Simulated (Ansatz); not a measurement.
The first iterations of a band of ClGeH3 + H3P (9 atoms, charge 0, multiplicity 1).

These are results of RKS PBE0-D4/def2-SVP in Ansatz, not measurements.

* movable images: 9
* climbing image: yes
* spring: 5.0 eV/Å²
* optimiser: quadratic models (default)
* start path: through a guess of the saddle point
* force threshold: 0.05 eV/Å
* iteration limit: 29
* end points: relaxed

First end point:

```xyz
9
Properties=species:S:1:pos:R:3
Ge -0.256 0.358 -0.184
H -0.410 0.305 1.341
H 1.192 0.100 -0.620
H -0.792 1.676 -0.760
Cl -1.476 -1.231 -1.013
P 1.407 -3.189 1.410
H 0.245 -2.971 0.607
H 2.250 -2.440 0.530
H 1.142 -2.058 2.243
```

Last end point:

```xyz
9
Properties=species:S:1:pos:R:3
Ge 0.058 -0.675 -0.338
H 0.677 0.841 2.680
H 1.169 0.381 -0.450
H -1.196 -0.103 0.341
Cl -0.519 -1.189 -2.370
P 0.824 -2.535 0.808
H -0.269 -3.345 0.370
H 1.672 -2.941 -0.267
H 0.888 0.116 2.781
```

| iteration | highest image above the first end (eV) | largest band force component (eV/Å) |
| --- | --- | --- |
| 1 | 5.138 | 6.902 |
| 2 | 3.872 | 3.939 |
| 3 | 3.121 | 2.025 |
| 4 | 3.098 | 0.915 |
| 5 | 3.240 | 1.788 |
| 6 | 3.001 | 0.924 |
| 7 | 2.804 | 0.996 |
| 8 | 2.672 | 0.520 |
| 9 | 2.548 | 1.735 |

Problem. Does the band converge within its limit, and where does its top end?

Solution. It converged. It ended after 29 iterations with the highest image 2.739 eV above the first end. Neighbouring images differ by up to 2.2 eV, so the band resolves the path poorly. A vibrational analysis at the climbing image gives one clearly imaginary mode, 1396i cm⁻¹: a first-order saddle point. The orbitals stay closed-shell, which can raise the energy where a bond breaks towards radicals; this wasn't checked here.

The run took 20 min on 2 threads of Intel(R) Xeon(R) Platinum 8175M CPU @ 2.50GHz (Skylake/Cascade Lake), with other jobs on the host, peak memory 0.27 GiB.
